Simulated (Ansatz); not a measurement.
```xyz
17

C     1.364    0.782    1.733
O     0.080    0.342    1.351
Si   -0.362   -1.239    1.356
S    -2.188   -1.424    0.300
Si   -1.966    0.107   -1.187
O    -0.722   -0.111   -2.223
C     0.623    0.228   -1.982
H     1.498    0.717    2.818
H     2.154    0.196    1.247
H     1.470    1.826    1.433
H     0.730   -2.031    0.725
H    -0.592   -1.754    2.731
H    -1.847    1.431   -0.532
H    -3.205   -0.017   -1.984
H     1.137   -0.577   -1.447
H     0.710    1.149   -1.396
H     1.116    0.375   -2.945
```

The species carries charge 0 and has multiplicity 1.

Question: List the r2SCAN/def2-TZVPP orbital energies in eV (the Gaussian-basis code of Ansatz). (An estimate is asked.)

Answer: Ansatz gave: Occupied: -2408.76, -1792.03, -1791.89, -516.15, -515.98, -274.72, -274.52, -213.24, -157.28, -157.23, -157.15, -142.34, -142.20, -97.24, -97.21, -97.17, -97.10, -97.07, -97.03, -27.09, -26.90, -18.93, -18.11, -17.92, -14.12, -13.60, -11.98, -11.92, -11.82, -11.62, -11.52, -11.05, -9.40, -9.38, -8.74, -8.21, -7.97, -7.80, -7.32, -7.17, -6.54. Lowest empty: -0.65, 0.15, 0.21, 0.75, 0.97, 1.12, 1.51, 1.97.
